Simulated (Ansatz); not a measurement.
Relaxation of the cluster Si₅Ge₃ with RKS r2SCAN-D4/def2-SVP.

```sh
$ ansatz run in.yaml --threads 4 --pin off --events-out ev --progress --plain --max-ram 4787MiB
```

```yaml
crystal:
  periodic: [false, false, false]
  atoms:
    - {symbol: Si, position_ang: [-1.635410, -0.072350, 0.707020]}
    - {symbol: Si, position_ang: [2.380130, -0.164240, -0.384190]}
    - {symbol: Si, position_ang: [0.342800, -1.352990, -0.377100]}
    - {symbol: Si, position_ang: [-1.803220, 0.727650, -1.597840]}
    - {symbol: Si, position_ang: [0.237910, 1.193380, -0.448840]}
    - {symbol: Ge, position_ang: [-1.861690, -1.751310, -1.051280]}
    - {symbol: Ge, position_ang: [0.493060, -0.258500, 1.948670]}
    - {symbol: Ge, position_ang: [1.846410, 1.678340, 1.203560]}
basis:
  gaussian: {orbitals: def2-SVP}
hamiltonian: {xc: r2scan, dispersion: d4}
scf: {lower_state_search: "off"}
output: {orbitals: {seedname: orbitals}}
relax: {f_tol: 0.02, max_steps: 100}
```

Run time 38 s (4 threads of Intel Xeon 6975P-C on a shared host).

Positions (Å) and forces (eV/Å) at steps 1, 2, 3, 4, 5, 6, 7, 8, 9, 10, 11, 12, 13, 14 of 14:

```xyz
8
step=1 energy=-208905.4015 eV
Si   -1.635   -0.072    0.707   -0.081   -0.349   -0.359
Si    2.380   -0.164   -0.384    0.011   -0.046   -0.152
Si    0.343   -1.353   -0.377   -0.133    0.009    0.264
Si   -1.803    0.728   -1.598    0.474    0.303   -0.018
Si    0.238    1.193   -0.449   -0.112   -0.051    0.331
Ge   -1.862   -1.751   -1.051   -0.720   -0.553   -0.031
Ge    0.493   -0.259    1.949    0.005   -0.285   -0.224
Ge    1.846    1.678    1.204    0.557    0.973    0.187
8
step=2 energy=-208905.7212 eV
Si   -1.660   -0.158    0.671   -0.071   -0.017   -0.081
Si    2.321   -0.159   -0.352    0.129   -0.025   -0.166
Si    0.255   -1.366   -0.407    0.082    0.293   -0.085
Si   -1.682    0.707   -1.608    0.447   -0.028   -0.038
Si    0.253    1.228   -0.326   -0.111    0.038    0.308
Ge   -1.990   -1.842   -1.068   -0.240   -0.083    0.148
Ge    0.548   -0.229    1.858   -0.101   -0.254    0.223
Ge    1.956    1.819    1.232   -0.135    0.076   -0.309
8
step=3 energy=-208905.8602 eV
Si   -1.693   -0.162    0.664   -0.111    0.192    0.352
Si    2.300   -0.117   -0.422    0.092    0.136   -0.056
Si    0.209   -1.301   -0.454   -0.028   -0.001   -0.192
Si   -1.515    0.622   -1.663    0.408   -0.161   -0.164
Si    0.238    1.273   -0.217   -0.426   -0.054    0.049
Ge   -2.074   -1.891   -1.011    0.205    0.276    0.069
Ge    0.540   -0.267    1.859    0.002   -0.160    0.205
Ge    1.994    1.843    1.243   -0.141   -0.229   -0.264
8
step=4 energy=-208906.0244 eV
Si   -1.718   -0.127    0.697   -0.036    0.187    0.381
Si    2.280   -0.062   -0.499   -0.043    0.196   -0.001
Si    0.190   -1.262   -0.478   -0.047   -0.071    0.033
Si   -1.365    0.529   -1.735    0.297   -0.211   -0.237
Si    0.182    1.294   -0.137   -0.562   -0.194   -0.001
Ge   -2.100   -1.870   -0.964    0.165    0.297   -0.092
Ge    0.536   -0.320    1.884    0.121   -0.006   -0.051
Ge    1.994    1.817    1.232    0.106   -0.198   -0.030
8
step=5 energy=-208906.1864 eV
Si   -1.732   -0.097    0.755   -0.075    0.088    0.150
Si    2.240    0.000   -0.566   -0.189    0.102    0.035
Si    0.176   -1.253   -0.467    0.008   -0.035    0.239
Si   -1.219    0.441   -1.830    0.136   -0.218   -0.064
Si    0.097    1.293   -0.060   -0.355   -0.031   -0.071
Ge   -2.117   -1.813   -0.950    0.055    0.186   -0.207
Ge    0.564   -0.356    1.899    0.241    0.019   -0.168
Ge    1.992    1.785    1.218    0.178   -0.110    0.084
8
step=6 energy=-208906.2931 eV
Si   -1.800   -0.068    0.771    0.003   -0.065    0.106
Si    2.090    0.045   -0.638    0.163    0.083   -0.122
Si    0.151   -1.265   -0.363   -0.356   -0.155    0.121
Si   -1.047    0.350   -1.876    0.075    0.070   -0.055
Si   -0.005    1.343    0.043    0.062   -0.101   -0.019
Ge   -2.094   -1.776   -1.016    0.032    0.016   -0.098
Ge    0.662   -0.379    1.897    0.101    0.101    0.014
Ge    2.042    1.750    1.183   -0.080    0.050    0.054
8
step=7 energy=-208906.3095 eV
Si   -1.820   -0.094    0.803   -0.001    0.078   -0.086
Si    2.056    0.064   -0.684   -0.065   -0.034    0.025
Si    0.109   -1.271   -0.310   -0.087   -0.247   -0.011
Si   -0.955    0.332   -1.911   -0.015    0.090    0.222
Si   -0.030    1.332    0.078    0.060    0.042   -0.030
Ge   -2.111   -1.748   -1.057    0.125   -0.001   -0.049
Ge    0.706   -0.374    1.917    0.090    0.061   -0.050
Ge    2.044    1.759    1.165   -0.107    0.010   -0.021
8
step=8 energy=-208906.3268 eV
Si   -1.830   -0.093    0.787   -0.100    0.031   -0.008
Si    2.019    0.058   -0.699   -0.090   -0.026   -0.029
Si    0.090   -1.311   -0.268   -0.009   -0.023   -0.127
Si   -0.931    0.345   -1.881    0.074    0.003    0.080
Si   -0.038    1.341    0.096    0.126   -0.005    0.049
Ge   -2.097   -1.748   -1.099    0.076    0.002    0.043
Ge    0.740   -0.361    1.916    0.010    0.000    0.051
Ge    2.048    1.769    1.149   -0.086    0.019   -0.058
8
step=9 energy=-208906.3417 eV
Si   -1.867   -0.087    0.775   -0.062   -0.002   -0.021
Si    1.954    0.063   -0.746   -0.090    0.014   -0.007
Si    0.070   -1.342   -0.226   -0.012    0.032   -0.077
Si   -0.856    0.345   -1.857    0.058   -0.039   -0.058
Si   -0.051    1.347    0.140    0.101    0.015    0.108
Ge   -2.077   -1.744   -1.133    0.012   -0.007    0.035
Ge    0.772   -0.356    1.926    0.019   -0.036    0.086
Ge    2.054    1.773    1.122   -0.025    0.023   -0.066
8
step=10 energy=-208906.3695 eV
Si   -1.967   -0.072    0.736    0.092   -0.008   -0.133
Si    1.793    0.085   -0.842   -0.081    0.113    0.124
Si    0.011   -1.394   -0.125   -0.002    0.186    0.016
Si   -0.663    0.329   -1.829   -0.050   -0.204    0.093
Si   -0.091    1.364    0.261    0.013   -0.141    0.045
Ge   -2.047   -1.738   -1.210    0.062    0.154    0.024
Ge    0.881   -0.361    1.960   -0.021   -0.022   -0.072
Ge    2.082    1.788    1.049   -0.012   -0.079   -0.097
8
step=11 energy=-208906.3824 eV
Si   -2.000   -0.067    0.697    0.029    0.090    0.003
Si    1.770    0.107   -0.841   -0.033   -0.030   -0.010
Si    0.005   -1.377   -0.095    0.046    0.012    0.026
Si   -0.651    0.300   -1.815    0.025    0.076    0.037
Si   -0.100    1.346    0.297   -0.104   -0.075   -0.079
Ge   -2.033   -1.717   -1.223   -0.039   -0.070   -0.040
Ge    0.914   -0.370    1.962    0.051   -0.025    0.030
Ge    2.095    1.779    1.018    0.024    0.022    0.033
8
step=12 energy=-208906.3866 eV
Si   -2.027   -0.049    0.672   -0.007    0.027   -0.007
Si    1.758    0.108   -0.845    0.012   -0.041   -0.005
Si   -0.005   -1.366   -0.072    0.058   -0.006    0.022
Si   -0.647    0.302   -1.810    0.011    0.036    0.020
Si   -0.107    1.331    0.309   -0.087   -0.044   -0.018
Ge   -2.025   -1.727   -1.235   -0.026    0.004   -0.007
Ge    0.956   -0.381    1.971    0.025    0.022   -0.028
Ge    2.097    1.781    1.011    0.014    0.001    0.022
8
step=13 energy=-208906.3878 eV
Si   -2.078   -0.032    0.642    0.017   -0.042   -0.041
Si    1.750    0.094   -0.836    0.017    0.016   -0.018
Si   -0.019   -1.357   -0.039    0.003    0.005    0.020
Si   -0.628    0.306   -1.802   -0.040   -0.008   -0.016
Si   -0.128    1.300    0.332    0.011    0.031    0.016
Ge   -2.020   -1.718   -1.256   -0.011    0.010    0.011
Ge    1.032   -0.389    1.967   -0.004    0.035    0.013
Ge    2.090    1.796    0.993    0.007   -0.048    0.015
8
step=14 energy=-208906.3889 eV
Si   -2.067   -0.036    0.638   -0.012   -0.014    0.007
Si    1.753    0.099   -0.846   -0.007    0.000    0.012
Si   -0.011   -1.355   -0.044   -0.003    0.000   -0.008
Si   -0.644    0.309   -1.801    0.007   -0.015   -0.008
Si   -0.123    1.308    0.328    0.019   -0.006    0.007
Ge   -2.018   -1.725   -1.249   -0.005    0.014    0.002
Ge    1.013   -0.382    1.975   -0.001    0.007   -0.013
Ge    2.097    1.782    1.000    0.003    0.013    0.002
```

The structure comes from a short search, and lower isomers may exist.
